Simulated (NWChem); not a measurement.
All runs are NWChem calculations. System: HB, charge 0, spin multiplicity 1, displaced from the optimised geometry. The structure started from a generated list of species. Level: LDA (SVWN5)/def2-TZVP.

Job file:

```
start mol
memory heap 200 mb stack 900 mb global 1100 mb
geometry units angstroms nocenter noautoz noautosym
  B      0.000000     0.000000     0.215326
  H      0.000000     0.000000    -1.076630
end
basis spherical
  * library def2-tzvp
end
dft
  xc slater vwn_5
  semidirect memsize 60000000 filesize 0
  iterations 100
end
task dft gradient
```

Output (cleaned and shortened):

```
             Northwest Computational Chemistry Package (NWChem) 7.3.0
             --------------------------------------------------------

                                NWChem Input Module
                                -------------------

 Scaling coordinates for geometry "geometry" by  1.889725989
 (inverse scale =  0.529177249)

                             Geometry "geometry" -> ""
                             -------------------------

 Output coordinates in angstroms (scale by  1.889725989 to convert to a.u.)

  No.       Tag          Charge          X              Y              Z
 ---- ---------------- ---------- -------------- -------------- --------------
    1 B                    5.0000     0.00000000     0.00000000     0.21532600
    2 H                    1.0000     0.00000000     0.00000000    -1.07663000

 Effective nuclear repulsion energy (a.u.)       2.0479693155

            Nuclear Dipole moment (a.u.)
            ----------------------------
        X                 Y               Z
 ---------------- ---------------- ----------------
     0.0000000000     0.0000000000     0.0000000000


 Summary of "ao basis" -> "" (spherical)
 ------------------------------------------------------------------------------
       Tag                 Description            Shells   Functions and Types
 ---------------- ------------------------------  ------  ---------------------
 *                         def2-tzvp                  on all atoms

                                 NWChem DFT Module
                                 -----------------

 Summary of "ao basis" -> "ao basis" (spherical)
 ------------------------------------------------------------------------------
       Tag                 Description            Shells   Functions and Types
 ---------------- ------------------------------  ------  ---------------------
 B                         def2-tzvp                11       31   5s3p2d1f
 H                         def2-tzvp                 4        6   3s1p

 Summary of "ao basis" -> "ao basis" (spherical)
 ------------------------------------------------------------------------------
[...]
     2   2 0 0     -5.155396     -2.577698     -2.577698      0.000000
     2   1 1 0      0.000000      0.000000      0.000000      0.000000
     2   1 0 1      0.000000      0.000000      0.000000      0.000000
     2   0 2 0     -5.155396     -2.577698     -2.577698      0.000000
     2   0 1 1     -0.000000     -0.000000     -0.000000      0.000000
     2   0 0 2     -7.858473     -6.412838     -6.412838      4.967203

            General Information
            -------------------
          SCF calculation type: DFT
          Wavefunction type:  closed shell.
          No. of atoms     :     2
          No. of electrons :     6
           Alpha electrons :     3
            Beta electrons :     3
          Charge           :     0
          Spin multiplicity:     1
          Use of symmetry is: off; symmetry adaption is: off
          Maximum number of iterations: 100
          AO basis - number of functions:    37
                     number of shells:    15
          Convergence on energy requested:  1.00D-06
          Convergence on density requested:  1.00D-05
          Convergence on gradient requested:  5.00D-04

              XC Information
              --------------
                        Slater Exchange Functional  1.000 local
                      VWN V Correlation Functional  1.000 local

             Grid Information
             ----------------
          Grid used for XC integration:  medium
          Radial quadrature: Mura-Knowles
          Angular quadrature: Lebedev.
          Tag              B.-S. Rad. Rad. Pts. Rad. Cut. Ang. Pts.
          ---              ---------- --------- --------- ---------
          B                   0.85       49           7.0       434
          H                   0.35       45           8.0       434
          Grid pruning is: on
          Number of quadrature shells:    94
          Spatial weights used:  Erf1

          Convergence Information
          -----------------------
          Convergence aids based upon iterative change in
          total energy or number of iterations.
          Levelshifting, if invoked, occurs when the
          HOMO/LUMO gap drops below (HL_TOL):  1.00D-02
          DIIS, if invoked, will attempt to extrapolate
          using up to (NFOCK): 10 stored Fock matrices.

                    Damping( 0%)  Levelshifting(0.5)       DIIS
                  --------------- ------------------- ---------------
          dE  on:    start            ASAP                start
          dE off:    2 iters        100 iters           100 iters

      Screening Tolerance Information
      -------------------------------
          Density screening/tol_rho:  1.00D-10
          AO Gaussian exp screening on grid/accAOfunc:  14
          CD Gaussian exp screening on grid/accCDfunc:  20
          XC Gaussian exp screening on grid/accXCfunc:  20
          Schwarz screening/accCoul:  1.00D-08

                            NWChem DFT Gradient Module
                            --------------------------

  charge          =   0.00
  wavefunction    = closed shell

                         DFT ENERGY GRADIENTS

    atom               coordinates                        gradient
                 x          y          z           x          y          z
   1 B       0.000000   0.000000   0.406907   -0.000000   0.000000   0.010294
   2 H       0.000000   0.000000  -2.034536    0.000000  -0.000000  -0.010294

                 ----------------------------------------
                 |  Time  |  1-e(secs)   |  2-e(secs)   |
                 ----------------------------------------
                 |  CPU   |       0.00   |       0.14   |
                 ----------------------------------------
                 |  WALL  |       0.00   |       0.14   |
                 ----------------------------------------

 Task  times  cpu:        0.4s     wall:        0.4s

 Total times  cpu:        0.4s     wall:        0.4s
```
